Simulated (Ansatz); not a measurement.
Born–Oppenheimer molecular dynamics of CH6Ge (8 atoms, charge 0, multiplicity 1). It starts at the highest image of a converged band. Of that band: The profile has 2 maxima (images 2, 6) with wells between them (image 4): this band takes more than one step, which may be the mechanism or a detour left from its start path. Neighbouring images differ by up to 1.9 eV, so the band resolves the path poorly. A vibrational analysis at the climbing image gives one clearly imaginary mode, 1373i cm⁻¹: a first-order saddle point.

Level of theory: RKS BHLYP/def2-SVP (Ansatz 0.2.0).

```
ensemble                      : NVE (velocity Verlet)
time step                     : 0.5 fs
steps asked                   : 200
starting velocities drawn for : 300 K
seed                          : 2915
```

First frame:

```xyz
8
Properties=species:S:1:pos:R:3
Ge 0.502 -0.117 -0.431
H 0.024 0.184 1.202
H 1.161 -0.025 0.992
H -0.122 1.252 -0.737
C -0.775 -1.612 -0.617
H -0.537 -2.377 0.125
H -1.809 -1.295 -0.488
H -0.654 -2.051 -1.608
```

Q: What does the run give?

A: The run went to its last step.

- steps done: 200
- time covered: 100 fs
- mean temperature over the second half: 1665 K
- spread of the potential energy over the second half: 63.5 meV per atom
- mean potential energy of the second half above the start: -132.3 meV per atom

The conserved energy stayed within 0.34 meV per atom of its start (net change -0.004 meV per atom), so the integration is sound. The kinetic energy rose, since the run started high on the potential surface and went downhill. A run of 0.1 ps of so small a system gives no equilibrium averages. The orbitals stay closed-shell, which can raise the energy where a bond breaks towards radicals; this wasn't checked here.

Q: What happens to the structure?

A: Between its relaxed ends the band would form H2–H3 and break Ge1–H2, Ge1–H3. These pairs go: H2–H3 1.18 → 2.34 Å, Ge1–H2 1.73 → 1.64 Å, Ge1–H3 1.57 → 1.70 Å. In the last frame they stand as before the step (other bonds may differ from the relaxed reactants and products). It ends as one piece, CH6Ge. Pairs count as bonded within 1.25 times the sum of covalent radii (0.12 Å more for H–H). Another seed would give other details.

Q: How do temperature and energy run in time?

A: 
| time (fs) | T (K) | potential energy less start (eV) | conserved less start (meV/atom) |
| --- | --- | --- | --- |
| 0.0 | 300 | 0.000 | 0.00 |
| 3.0 | 138 | 0.127 | 0.17 |
| 6.0 | 123 | 0.138 | 0.09 |
| 9.0 | 166 | 0.104 | 0.10 |
| 12.0 | 183 | 0.092 | 0.16 |
| 15.0 | 385 | -0.065 | 0.11 |
| 18.0 | 788 | -0.376 | 0.22 |
| 21.0 | 1662 | -1.057 | -0.01 |
| 24.0 | 2395 | -1.625 | -0.04 |
| 27.0 | 2682 | -1.848 | -0.08 |
| 30.0 | 2529 | -1.729 | -0.08 |
| 33.0 | 1997 | -1.316 | 0.02 |
| 36.0 | 1486 | -0.919 | 0.11 |
| 39.0 | 1619 | -1.022 | 0.19 |
| 42.0 | 2461 | -1.677 | -0.14 |
| 45.0 | 2656 | -1.829 | -0.16 |
| 48.0 | 1913 | -1.251 | -0.02 |
| 51.0 | 1016 | -0.554 | 0.09 |
| 54.0 | 617 | -0.244 | 0.18 |
| 57.0 | 1000 | -0.542 | 0.07 |
| 60.0 | 1829 | -1.186 | -0.01 |
| 63.0 | 2554 | -1.749 | -0.09 |
| 66.0 | 2829 | -1.962 | -0.11 |
| 69.0 | 2588 | -1.776 | -0.18 |
| 72.0 | 1628 | -1.030 | 0.00 |
| 75.0 | 1030 | -0.564 | 0.33 |
| 78.0 | 1890 | -1.235 | -0.21 |
| 81.0 | 2231 | -1.498 | -0.11 |
| 84.0 | 2031 | -1.342 | 0.02 |
| 87.0 | 2037 | -1.348 | -0.12 |
| 90.0 | 1640 | -1.041 | -0.15 |
| 93.0 | 838 | -0.416 | 0.18 |
| 96.0 | 953 | -0.506 | 0.05 |
| 99.0 | 1518 | -0.944 | 0.00 |

The run took 7.2 min on 1 thread of Arm Neoverse V2, with other jobs on the host, peak memory 0.14 GiB.
